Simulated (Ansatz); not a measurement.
`NB(N)N` + H₂ → `NBN` + NH₃  (hydrogenolysis of a B–N bond)

Calculated with Ansatz (gas phase, PBE0-D4/def2-TZVP geometries, no zero-point term in ΔE). CCSD(T)/CBS is the MP2 limit (def2-TZVPP, def2-QZVPP) plus CCSD(T) − MP2 in def2-TZVPP, frozen cores. This one scheme is used for every species. Functionals use def2-TZVPP. Each species was taken in one conformer, which may not be the lowest.

```
             level  ΔE (eV)
            PBE-D4     0.40
          PBE-QIDH     0.43
RPA@PBE/def2-TZVPP     0.37
  CCSD(T)/def2-SVP     0.41
   CCSD/def2-TZVPP     0.39
     HF/def2-QZVPP     0.35
    MP2/def2-QZVPP     0.48
     MP2/CBS(def2)     0.49
```

What does CCSD(T)/CBS give? (Estimate.)

Computed: +0.43 eV. The listed levels differ from it by -0.03, 0.00, -0.06, -0.02, -0.04, -0.08, 0.05, 0.06 eV.

Largest T1 diagnostic among the species: 0.011.

The D4 term adds +0.07 eV with B3LYP and +0.04 eV with PBE0; it sums over pairs of atoms, weighted by their polarisabilities, and B3LYP, whose exchange is more repulsive, gets the larger term. From BLYP to BHLYP (50 % exact exchange), in def2-TZVPP and without D4, ΔE moves by +0.07 eV. Leaving LDA and LC-ωPBE aside and taking each functional with its dispersion term where it has one, the values, not all of them listed here, spread over 0.07 eV, from B2PLYP to r2SCAN0-D4. LDA lies +0.14 eV from PBE without D4.

B3LYP here is the variant with VWN-RPA as its local correlation; programs differ in this.
